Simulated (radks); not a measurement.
Problem. These are the eigenvalues of the occupied orbitals of an atom or ion with whole-number occupations (hartree). Calculated with a radial shooting solver on a logarithmic mesh with Libxc functionals: Dirac Kohn-Sham, PBE, spin-unpolarised, spherical densities, point nucleus.

orbital  eigenvalue
1s1/2     -2108.053
2s1/2     -355.6332
2p1/2     -338.7877
2p3/2     -305.0954
3s1/2     -81.31059
3p1/2     -73.92736
3p3/2     -66.85225
3d3/2     -54.23849
3d5/2     -52.69301
4s1/2     -17.68096
4p1/2     -14.72820
4p3/2     -13.12501
4d3/2      -8.26400
4d5/2      -7.97059
5s1/2      -3.64442
5p1/2      -2.79313
5p3/2      -2.55692
4f5/2      -2.08778
4f7/2      -2.04255

Which element is it, and in what charge state? The configuration may be excited. Open shells, if any, are shared by 2j + 1.

Solution. Z = 68, erbium, charge +4: Er4+ in [Xe] 4f10. The list shows which subshells hold electrons but not how many an open one holds; the 1s level, -2108.1 hartree, gives Z - s = 64.9 by -(Z - s)^2/2, which with screening and relativity narrows Z to a few neighbours, and the depths of the outer levels then fix element, charge and occupations together.
